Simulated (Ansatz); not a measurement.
The cluster Cs₃F₂, relaxed as a doublet with UKS PBE-D4/def2-TZVP in Ansatz, starting from the GFN1-xTB geometry. Force threshold 0.02 eV/Å.

In the def2 sets Cs takes a core potential; there is no spin–orbit coupling. The relaxation made no stability test and no search for a lower SCF solution. The structure comes from a short search, and lower isomers may exist.

Start:

```xyz
5

Cs    1.572    0.132    0.731
Cs   -2.176   -1.288    0.792
Cs    1.563    2.334   -2.722
F     0.098   -1.126    2.162
F    -1.056   -0.052   -0.963
```

Problem. Estimate the energy that the relaxation releases and the steps that it takes.

Solution. 0.92 eV, in 13 steps; 33 s on 4 threads of Arm Neoverse V1 on a shared host. The force fell under the threshold at step 12, but the optimiser went on. No frequencies were taken in this run, so the end may be a saddle point.

Problem. Does the start keep its bonding?

Solution. Bonds formed: Cs3–F5 (atoms count from 1). Metal–metal contacts that move far: Cs2–Cs3 6.28 to 4.93 Å.

Problem. Predict the relaxed structure.

Solution. 
Cartesian coordinates in Å:
```
Cs 1.8775 -0.1254 1.2942
Cs -2.0940 -0.8967 0.2661
Cs 0.4060 1.9177 -2.9249
F -0.2888 -1.3400 2.0973
F 0.0992 0.4445 -0.7327
```
Bond lengths (bridged metal pairs left out): 5 × Cs–F 2.61 to 2.76 Å.
